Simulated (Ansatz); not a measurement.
Ansatz (a quantum-chemistry and plane-wave program) job for Al(F)(Br)(OMe) (CH3AlBrFO), SMILES C[O][Al]([F])[Br], B3LYP-D3(BJ)/def2-SVP. 

Ansatz 0.2 input:
```yaml
crystal:
  periodic: [false, false, false]
  atoms:
    - {symbol: Al, position_ang: [0.59604311, 0.10798251, -0.44233970]}
    - {symbol: F, position_ang: [1.87591667, 1.09157315, -0.75776432]}
    - {symbol: Br, position_ang: [-0.80092047, 0.59870552, 1.22355870]}
    - {symbol: O, position_ang: [0.32371705, -1.23228444, -1.33382491]}
    - {symbol: C, position_ang: [0.10888649, -2.38048721, -2.10834562]}
    - {symbol: H, position_ang: [-0.18746258, -2.09102273, -3.11780893]}
    - {symbol: H, position_ang: [1.02719960, -2.96765265, -2.15797925]}
    - {symbol: H, position_ang: [-0.68238655, -2.98275024, -1.65779866]}
basis:
  gaussian:
    orbitals: def2-SVP
hamiltonian:
  xc: b3lyp
  dispersion: d3bj
relax: {f_tol: 0.002, max_steps: 200}
```

Log of the run:

```
WARN ansatz: RAYON_NUM_THREADS=2 ignored (pool sized by the plan → 2); use --threads N
Functional definition: B3LYP
integrals: 0.05 GiB planned
1097 factors; integrals over basis functions are off by at most 2.9e-4 eV
mean field: 0.54 GiB planned
mean field evaluation 1: about -82476.9589 eV, gradient 6.2e1 eV
mean field evaluation 2: about -82459.6496 eV, gradient 1.1e2 eV
mean field evaluation 4: about -82484.0990 eV, gradient 6.6e0 eV
mean field evaluation 8: about -82484.1829 eV, gradient 6.7e-2 eV
mean field evaluation 16: about -82484.1829 eV, gradient 8.0e-6 eV
mean field -82484.18294967 eV, -3031.2378136132 hartree, gradient 8.0e-6 eV, S^2 0.000000; 0 other end points of the search recorded, 0 dependent functions left out
the calculation of the forces begins
reference -82484.18320648 eV, -3031.2378230505 hartree; 37, 37 occupied and 70, 70 virtual orbitals, 1097 factors
relax step   1: F+E_penalty+E_count = -82484.44100810 eV  Δ(F+E_penalty+E_count) = +0.000e0 eV  max|allowed force component| = 8.876e-1 eV/Å  Δτ_max = 0.0000 Å  (26 SCF iters, accepted)
these checks for a lower state are left out or cut short: starts, cluster_reference, orbital_swaps, neighbouring_geometries, increment
integrals: 0.05 GiB planned
1097 factors; integrals over basis functions are off by at most 3.0e-4 eV
mean field: 0.53 GiB planned
mean field -82484.21058616 eV, -3031.2388292353 hartree, gradient 8.4e-6 eV, S^2 0.000000; 0 other end points of the search recorded, 0 dependent functions left out
the calculation of the forces begins
reference -82484.21084236 eV, -3031.2388386506 hartree; 37, 37 occupied and 70, 70 virtual orbitals, 1097 factors
relax step   2: F+E_penalty+E_count = -82484.46665047 eV  Δ(F+E_penalty+E_count) = -2.564e-2 eV  max|allowed force component| = 4.456e-1 eV/Å  Δτ_max = 0.0597 Å  (29 SCF iters, accepted)
these checks for a lower state are left out or cut short: starts, cluster_reference, orbital_swaps, neighbouring_geometries, increment
integrals: 0.05 GiB planned
1097 factors; integrals over basis functions are off by at most 3.0e-4 eV
mean field: 0.53 GiB planned
mean field -82484.21629145 eV, -3031.2390389008 hartree, gradient 8.2e-6 eV, S^2 0.000000; 0 other end points of the search recorded, 0 dependent functions left out
the calculation of the forces begins
reference -82484.21654679 eV, -3031.2390482845 hartree; 37, 37 occupied and 70, 70 virtual orbitals, 1097 factors
relax step   3: F+E_penalty+E_count = -82484.47157752 eV  Δ(F+E_penalty+E_count) = -4.927e-3 eV  max|allowed force component| = 9.147e-2 eV/Å  Δτ_max = 0.0258 Å  (29 SCF iters, accepted)
these checks for a lower state are left out or cut short: starts, cluster_reference, orbital_swaps, neighbouring_geometries, increment
integrals: 0.05 GiB planned
1097 factors; integrals over basis functions are off by at most 3.0e-4 eV
mean field: 0.53 GiB planned
mean field evaluation 32: about -82484.2161 eV, gradient 2.9e-1 eV
mean field -82484.21637634 eV, -3031.2390420204 hartree, gradient 8.4e-6 eV, S^2 0.000000; 0 other end points of the search recorded, 0 dependent functions left out
the calculation of the forces begins
reference -82484.21663160 eV, -3031.2390514012 hartree; 37, 37 occupied and 70, 70 virtual orbitals, 1097 factors
relax step   4: F+E_penalty+E_count = -82484.47169244 eV  Δ(F+E_penalty+E_count) = -1.149e-4 eV  max|allowed force component| = 9.649e-2 eV/Å  Δτ_max = 0.0047 Å  (23 SCF iters, accepted)
these checks for a lower state are left out or cut short: starts, cluster_reference, orbital_swaps, neighbouring_geometries, increment
integrals: 0.05 GiB planned
1097 factors; integrals over basis functions are off by at most 3.0e-4 eV
mean field: 0.53 GiB planned
mean field -82484.21638384 eV, -3031.2390422963 hartree, gradient 2.7e-5 eV, S^2 0.000000; 0 other end points of the search recorded, 0 dependent functions left out
the calculation of the forces begins
reference -82484.21663910 eV, -3031.2390516769 hartree; 37, 37 occupied and 70, 70 virtual orbitals, 1097 factors
relax step   5: F+E_penalty+E_count = -82484.47171159 eV  Δ(F+E_penalty+E_count) = -1.915e-5 eV  max|allowed force component| = 9.662e-2 eV/Å  Δτ_max = 0.0012 Å  (19 SCF iters, accepted)
these checks for a lower state are left out or cut short: starts, cluster_reference, orbital_swaps, neighbouring_geometries, increment
integrals: 0.05 GiB planned
1097 factors; integrals over basis functions are off by at most 3.0e-4 eV
[...]
reference -82484.24578695 eV, -3031.2401228405 hartree; 37, 37 occupied and 70, 70 virtual orbitals, 1097 factors
relax step  22: F+E_penalty+E_count = -82484.51824791 eV  Δ(F+E_penalty+E_count) = -2.078e-4 eV  max|allowed force component| = 9.531e-2 eV/Å  Δτ_max = 0.0281 Å  (28 SCF iters, accepted)
these checks for a lower state are left out or cut short: starts, cluster_reference, orbital_swaps, neighbouring_geometries, increment
integrals: 0.06 GiB planned
1097 factors; integrals over basis functions are off by at most 3.3e-4 eV
mean field: 0.54 GiB planned
mean field evaluation 160: about -82484.2468 eV, gradient 6.8e-6 eV
mean field -82484.24675478 eV, -3031.2401584078 hartree, gradient 6.8e-6 eV, S^2 0.000000; 0 other end points of the search recorded, 0 dependent functions left out
the calculation of the forces begins
reference -82484.24700675 eV, -3031.2401676675 hartree; 37, 37 occupied and 70, 70 virtual orbitals, 1097 factors
relax step  23: F+E_penalty+E_count = -82484.51959686 eV  Δ(F+E_penalty+E_count) = -1.349e-3 eV  max|allowed force component| = 8.118e-3 eV/Å  Δτ_max = 0.0216 Å  (29 SCF iters, accepted)
these checks for a lower state are left out or cut short: starts, cluster_reference, orbital_swaps, neighbouring_geometries, increment
integrals: 0.06 GiB planned
1097 factors; integrals over basis functions are off by at most 3.3e-4 eV
mean field: 0.54 GiB planned
mean field -82484.24682835 eV, -3031.2401611113 hartree, gradient 6.9e-6 eV, S^2 0.000000; 0 other end points of the search recorded, 0 dependent functions left out
the calculation of the forces begins
reference -82484.24708031 eV, -3031.2401703705 hartree; 37, 37 occupied and 70, 70 virtual orbitals, 1097 factors
relax step  24: F+E_penalty+E_count = -82484.51968323 eV  Δ(F+E_penalty+E_count) = -8.637e-5 eV  max|allowed force component| = 1.697e-3 eV/Å  Δτ_max = 0.0129 Å  (29 SCF iters, accepted)
these checks for a lower state are left out or cut short: starts, cluster_reference, orbital_swaps, neighbouring_geometries, increment
integrals: 0.06 GiB planned
1097 factors; integrals over basis functions are off by at most 3.3e-4 eV
mean field: 0.54 GiB planned
mean field -82484.24686806 eV, -3031.2401625707 hartree, gradient 6.8e-6 eV, S^2 0.000000; 0 other end points of the search recorded, 0 dependent functions left out
the calculation of the forces begins
reference -82484.24712000 eV, -3031.2401718291 hartree; 37, 37 occupied and 70, 70 virtual orbitals, 1097 factors
relax step  25: F+E_penalty+E_count = -82484.51975639 eV  Δ(F+E_penalty+E_count) = -7.316e-5 eV  max|allowed force component| = 1.520e-2 eV/Å  Δτ_max = 0.0306 Å  (28 SCF iters, accepted)
these checks for a lower state are left out or cut short: starts, cluster_reference, orbital_swaps, neighbouring_geometries, increment
integrals: 0.06 GiB planned
1097 factors; integrals over basis functions are off by at most 3.3e-4 eV
mean field: 0.54 GiB planned
mean field -82484.24687487 eV, -3031.2401628208 hartree, gradient 4.1e-5 eV, S^2 0.000000; 0 other end points of the search recorded, 0 dependent functions left out
the calculation of the forces begins
reference -82484.24712679 eV, -3031.2401720788 hartree; 37, 37 occupied and 70, 70 virtual orbitals, 1097 factors
relax step  26: F+E_penalty+E_count = -82484.51977281 eV  Δ(F+E_penalty+E_count) = -1.642e-5 eV  max|allowed force component| = 7.745e-3 eV/Å  Δτ_max = 0.0015 Å  (19 SCF iters, accepted)
these checks for a lower state are left out or cut short: starts, cluster_reference, orbital_swaps, neighbouring_geometries, increment
integrals: 0.06 GiB planned
1097 factors; integrals over basis functions are off by at most 3.3e-4 eV
mean field: 0.54 GiB planned
mean field -82484.24689174 eV, -3031.2401634407 hartree, gradient 8.2e-5 eV, S^2 0.000000; 0 other end points of the search recorded, 0 dependent functions left out
the calculation of the forces begins
reference -82484.24714365 eV, -3031.2401726983 hartree; 37, 37 occupied and 70, 70 virtual orbitals, 1097 factors
relax step  27: F+E_penalty+E_count = -82484.51978298 eV  Δ(F+E_penalty+E_count) = -1.017e-5 eV  max|allowed force component| = 1.031e-3 eV/Å  Δτ_max = 0.0027 Å  (19 SCF iters, accepted)
these checks for a lower state are left out or cut short: starts, cluster_reference, orbital_swaps, neighbouring_geometries, increment
integrals: 0.06 GiB planned
1097 factors; integrals over basis functions are off by at most 3.3e-4 eV
mean field: 0.54 GiB planned
mean field -82484.24690110 eV, -3031.2401637846 hartree, gradient 1.8e-5 eV, S^2 0.000000; 0 other end points of the search recorded, 0 dependent functions left out
the calculation of the forces begins
reference -82484.24715301 eV, -3031.2401730423 hartree; 37, 37 occupied and 70, 70 virtual orbitals, 1097 factors
relax step  28: F+E_penalty+E_count = -82484.51978620 eV  Δ(F+E_penalty+E_count) = -3.221e-6 eV  max|allowed force component| = 1.656e-3 eV/Å  Δτ_max = 0.0054 Å  (21 SCF iters, accepted)
these checks for a lower state are left out or cut short: starts, cluster_reference, orbital_swaps, neighbouring_geometries, increment
integrals: 0.06 GiB planned
1097 factors; integrals over basis functions are off by at most 3.3e-4 eV
mean field: 0.54 GiB planned
mean field evaluation 192: about -82484.2469 eV, gradient 1.8e-4 eV
mean field -82484.24687786 eV, -3031.2401629307 hartree, gradient 2.0e-5 eV, S^2 0.000000; 0 other end points of the search recorded, 0 dependent functions left out
the calculation of the forces begins
reference -82484.24712977 eV, -3031.2401721883 hartree; 37, 37 occupied and 70, 70 virtual orbitals, 1097 factors
relax step  29: F+E_penalty+E_count = -82484.51977222 eV  Δ(F+E_penalty+E_count) = +1.398e-5 eV  max|allowed force component| = 6.586e-3 eV/Å  Δτ_max = 0.0053 Å  (21 SCF iters, rejected (line search))
these checks for a lower state are left out or cut short: starts, cluster_reference, orbital_swaps, neighbouring_geometries, increment
integrals: 0.06 GiB planned
1097 factors; integrals over basis functions are off by at most 3.3e-4 eV
mean field: 0.54 GiB planned
mean field -82484.24689523 eV, -3031.2401635690 hartree, gradient 3.9e-5 eV, S^2 0.000000; 0 other end points of the search recorded, 0 dependent functions left out
the calculation of the forces begins
reference -82484.24714714 eV, -3031.2401728267 hartree; 37, 37 occupied and 70, 70 virtual orbitals, 1097 factors
relax step  30: F+E_penalty+E_count = -82484.51978667 eV  Δ(F+E_penalty+E_count) = -4.605e-7 eV  max|allowed force component| = 3.943e-4 eV/Å  Δτ_max = 0.0023 Å  (19 SCF iters, accepted)
integrals: 0.06 GiB planned
1097 factors; integrals over basis functions are off by at most 3.3e-4 eV
mean field: 0.54 GiB planned
mean field -82484.24689523 eV, -3031.2401635690 hartree, gradient 3.9e-5 eV, S^2 0.000000; 1 other end points of the search recorded, 0 dependent functions left out
the calculation of the forces begins
reference -82484.24714714 eV, -3031.2401728267 hartree; 37, 37 occupied and 70, 70 virtual orbitals, 1097 factors
Total energy: -82484.52003858 eV, -3031.2502014020 hartree
Atom 0 at     0.688525     0.084390    -0.547573 Å, force     0.000394     0.000288    -0.000246 eV/Å
Atom 1 at     1.799219     1.308633    -0.596394 Å, force    -0.000336    -0.000304     0.000129 eV/Å
Atom 2 at    -0.882207     0.092753     1.051323 Å, force     0.000053     0.000079     0.000025 eV/Å
Atom 3 at     0.778523    -1.126148    -1.703364 Å, force    -0.000368    -0.000231     0.000141 eV/Å
Atom 4 at     0.105930    -2.303507    -2.057368 Å, force     0.000117     0.000047    -0.000054 eV/Å
Atom 5 at    -0.281074    -2.225686    -3.088288 Å, force     0.000135    -0.000068     0.000266 eV/Å
Atom 6 at     0.798204    -3.162677    -2.022600 Å, force    -0.000196     0.000174    -0.000088 eV/Å
Atom 7 at    -0.746126    -2.523695    -1.388039 Å, force     0.000201     0.000016    -0.000174 eV/Å
Dipole moment:    -0.199622    -0.371843    -0.124733 e Å
```

The calculation finished and met its thresholds.

Cost: roughly 2.1 core-minutes.
